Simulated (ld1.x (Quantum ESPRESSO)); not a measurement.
**What one change does to a pseudopotential (silicon, TM)**

Si, norm-conserving Troullier–Martins (Kleinman–Bylander form), made with ld1.x (Quantum ESPRESSO) 7.5 (Wu–Cohen, scalar-relativistic). Core [Ne], reference 3s2 3p2. Waves: 3s (bound): rc 1.80 bohr; 3d channel at 0.4 Ry: rc 2.00 bohr; 3p (bound): rc 2.35 bohr. Local part: the p channel. Core correction: none.

All-electron outer shells of the reference configuration (Wu–Cohen, scalar-relativistic, ld1.x):

```csv
shell,level (eV),outermost node (bohr),outermost maximum (bohr)
2s,-139.23,0.15,0.45
2p,-95.56,–,0.39
3s,-10.78,0.72,1.77
3p,-4.05,0.72,2.17
```

Change: core correction a·sin(br)/r model core inside 1.94 bohr.

Cutoffs: the cutoffs (Ry, on a coarse ladder) from which the occupation-weighted sum of valence levels, in a spherical-Bessel basis at the reference potential, stays within 10 and 1 mRy of its value at 400 Ry; they do not see the model core or the augmentation charge, which bear on the density cutoff. Errors are all-electron minus pseudo energies relative to the spin-unpolarised reference configuration.

Question: How do hardness, ghosts and transferability respond?

Answer: The potential gets neither clearly harder nor softer (15 Ry and 35 Ry → 15 Ry and 35 Ry); of the 7 tests that both files solve, the error grows in 0 and shrinks in 5 by more than 15 % and 0.3 meV (median size 8.1 → 5.3 meV); neither file shows a bound ghost. Exchange and correlation are not linear in the density, so unscreening with the valence charge alone errs where core and valence overlap; a model core restores that term. A model core, the more so a compact one, raises the density cutoff, which this test does not measure.

```csv
quantity,base,changed
"cutoff, loose",15 Ry,15 Ry
"cutoff, tight",35 Ry,35 Ry
bound ghosts,none,none
"error for 3s2 3p1, meV [ΔE 7.72 eV]",+1.4,+1.3
"error for 3s2 3p0, meV [ΔE 23.71 eV]",+13,+11
"error for 3s1 3p0, meV [ΔE 57.66 eV]",+72,+48
"error for 3s0 3p4, meV [ΔE 13.76 eV]",+11,+6.3
"error for 3s1 3p3, meV [ΔE 6.81 eV]",+3.1,+1.0
"error for 3s2 3p2.3, meV [ΔE -0.92 eV]",+0.1,+0.1
"error for 3s1 3p2, meV [ΔE 15.14 eV]",+8.1,+5.3
s: phases at 2.57 bohr within 0.05 rad from the reference energy up to (Ry; the scan ends near 5),2.6,2.6
p: phases at 2.57 bohr within 0.05 rad from the reference energy up to (Ry; the scan ends near 5),2.9,2.9
d: phases at 2.57 bohr within 0.05 rad from the reference energy up to (Ry; the scan ends near 5),3.6,3.6
```
